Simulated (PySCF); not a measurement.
# Computed records: C2H4BCl, B2FH2O, CH4AlB, BFH5NSi

All values are calculated (PySCF 2.14.0). Calculation on a computer-drawn molecule: optimised geometry and harmonic frequencies of an isolated molecule of the commonest isotopes, restricted reference for singlets and unrestricted otherwise, frozen core in MP2.

Common to all runs: multiplicity 1.

```json
{"entry": 1, "formula": "C2H4BCl", "start_structure": {"atoms_angstrom": [["C", -1.3442, -0.4739, -0.1626], ["C", -1.4581, -1.3254, 1.0114], ["B", -0.4781, -1.6178, 2.0003], ["Cl", 0.6716, -1.9437, 3.1121], ["H", -2.1292, 0.3483, -0.1135], ["H", -1.6271, -1.1634, -1.0652], ["H", -0.457, -0.0115, -0.2975], ["H", -2.455, -1.8332, 1.1914]]}, "given": {"charge": 0, "method": "HF", "basis": "cc-pV(D+d)Z", "drawn_bonds_atom": [1, 2, 3, 1, 1, 1, 2], "drawn_bonds_other_atom": [2, 3, 4, 5, 6, 7, 8], "drawn_bonds_order": [1, 2, 1, 1, 1, 1, 1]}, "results": {"optimised_atom_element": ["C", "C", "B", "Cl", "H", "H", "H", "H"], "optimised_atom_x [angstrom]": [-1.402, -1.481, -0.4948, 0.6965, -2.134, -1.61, -0.4163, -2.435], "optimised_atom_y [angstrom]": [-0.4861, -1.353, -1.611, -1.95, 0.3249, -1.068, -0.034, -1.843], "optimised_atom_z [angstrom]": [-0.1888, 1.047, 1.979, 3.147, -0.1474, -1.091, -0.3077, 1.237], "modes_frequency [cm^-1]": [137.0, 189.3, 335.4, 500.3, 658.3, 675.6, 1018, 1114, 1138, 1307, 1521, 1583, 1595, 1791, 3169, 3227, 3250, 3280], "modes_reduced_mass [dalton]": [3.792, 1.205, 4.293, 6.109, 5.598, 1.303, 1.299, 3.211, 1.369, 1.361, 1.219, 1.044, 1.062, 7.405, 1.036, 1.103, 1.101, 1.085], "rotational_constants [GHz]": [39.2, 2.25, 2.156], "total_energy [hartree]": -562.2380, "convergence_status_largest_gradient_component [hartree/bohr]": 3.261e-05}}
{"entry": 2, "formula": "B2FH2O", "start_structure": {"atoms_angstrom": [["B", -0.1146, -0.5722, -0.7309], ["O", 0.181, 0.3811, -0.032], ["B", 0.4733, 1.571, 0.7675], ["F", -0.2794, 2.5683, 0.483], ["H", -0.3916, -1.4926, -1.3977], ["H", 1.3378, 1.4906, 1.5596]]}, "given": {"charge": 1, "method": "MP2", "basis": "cc-pVDZ", "drawn_bonds_atom": [1, 2, 3, 1, 3], "drawn_bonds_other_atom": [2, 3, 4, 5, 6], "drawn_bonds_order": [1, 1, 1, 1, 1]}, "results": {"optimised_atom_element": ["B", "O", "B", "F", "H", "H"], "optimised_atom_x [angstrom]": [-0.1187, 0.1323, 0.469, -0.2681, -0.3576, 1.35], "optimised_atom_y [angstrom]": [-0.5935, 0.4086, 1.6, 2.63, -1.55, 1.451], "optimised_atom_z [angstrom]": [-0.7441, -0.06637, 0.776, 0.5207, -1.39, 1.553], "modes_frequency [cm^-1]": [94.07, 132.0, 458.4, 759.5, 766.5, 769.5, 904.3, 1067, 1406, 1773, 2880, 2935], "modes_reduced_mass [dalton]": [4.175, 3.528, 11.17, 1.348, 6.001, 1.348, 1.591, 1.131, 7.915, 5.363, 1.109, 1.181], "rotational_constants [GHz]": [46.72, 4.607, 4.193], "total_energy [hartree]": -225.1938, "convergence_status_largest_gradient_component [hartree/bohr]": 7.618e-06}}
{"entry": 3, "formula": "CH4AlB", "start_structure": {"atoms_angstrom": [["C", -0.7534, 0.8885, 0.5128], ["B", -1.1701, -0.0496, -0.4304], ["Al", -1.7993, -1.4659, -1.8549], ["H", 0.296, 1.0603, 0.7357], ["H", -1.4563, 1.4972, 1.0749], ["H", -3.3418, -1.6641, -2.1289], ["H", -0.7231, -2.3171, -2.6365]]}, "given": {"charge": 0, "method": "MP2", "basis": "cc-pV(D+d)Z", "drawn_bonds_atom": [1, 2, 1, 1, 3, 3], "drawn_bonds_other_atom": [2, 3, 4, 5, 6, 7], "drawn_bonds_order": [2, 1, 1, 1, 1, 1]}, "results": {"optimised_atom_element": ["C", "B", "Al", "H", "H", "H", "H"], "optimised_atom_x [angstrom]": [-0.7522, -1.175, -1.801, 0.3098, -1.465, -3.344, -0.7206], "optimised_atom_y [angstrom]": [0.8916, -0.05868, -1.469, 1.062, 1.506, -1.664, -2.318], "optimised_atom_z [angstrom]": [0.516, -0.4396, -1.858, 0.7383, 1.083, -2.129, -2.637], "modes_frequency [cm^-1]": [164.4, 175.6, 301.2, 411.2, 471.6, 607.4, 636.4, 722.7, 797.4, 1273, 1533, 1971, 1978, 3175, 3267], "modes_reduced_mass [dalton]": [1.709, 4.131, 1.008, 1.153, 6.25, 1.209, 2.033, 1.304, 1.075, 1.181, 5.122, 1.024, 1.061, 1.062, 1.108], "rotational_constants [GHz]": [90.88, 3.731, 3.584], "total_energy [hartree]": -306.9975, "convergence_status_largest_gradient_component [hartree/bohr]": 1.659e-05}}
{"entry": 4, "formula": "BFH5NSi", "start_structure": {"atoms_angstrom": [["B", -1.3447, 2.834, 0.3938], ["Si", -0.2097, 1.4675, 1.2627], ["N", 1.0476, 0.8232, 0.1647], ["F", -1.0922, 0.2597, 1.9263], ["H", -2.401, 3.1487, 0.8862], ["H", -1.0325, 3.3498, -0.5725], ["H", 0.6214, 1.888, 2.412], ["H", 1.522, 0.0036, 0.4589], ["H", 0.8267, 0.7952, -0.8674]]}, "given": {"charge": 0, "method": "HF", "basis": "cc-pV(D+d)Z", "drawn_bonds_atom": [1, 2, 2, 1, 1, 2, 3, 3], "drawn_bonds_other_atom": [2, 3, 4, 5, 6, 7, 8, 9], "drawn_bonds_order": [1, 1, 1, 1, 1, 1, 1, 1]}, "results": {"total_energy [hartree]": null}}
```

Q: Estimate the total energy of BFH5NSi (entry 4).
A: -470.4878 hartree

Further results for BFH5NSi (entry 4):

* rotational constants: 6.21, 5.768, 3.526 GHz
* convergence status largest gradient component: 1.924e-05 hartree/bohr

Optimised structure:
```xyz
9
BFH5NSi
B     -1.3371     2.8251     0.4271
Si    -0.2129     1.3615     1.2662
N      1.0362     0.9274     0.1909
F     -1.2463     0.1404     1.5861
H     -1.6131     3.8448     0.9949
H     -1.7543     2.6911    -0.6914
H      0.4209     1.6694     2.5609
H      1.8098     0.3706     0.5033
H      0.8344     0.7395    -0.7734
```

Modes:
```
frequency (cm⁻¹)  reduced mass (dalton)
           118.4                  1.189
             191                  2.282
           245.9                  2.602
           305.1                  2.636
           346.4                  1.144
           484.4                  1.553
           623.2                  1.473
           666.8                   2.44
           813.5                  1.889
           850.2                  2.464
           916.7                  2.912
             924                   1.32
           980.1                  1.401
            1002                  1.385
            1273                  1.164
            1697                  1.116
            2341                  1.041
            2675                  1.056
            2750                  1.123
            3771                  1.051
            3863                  1.095
```
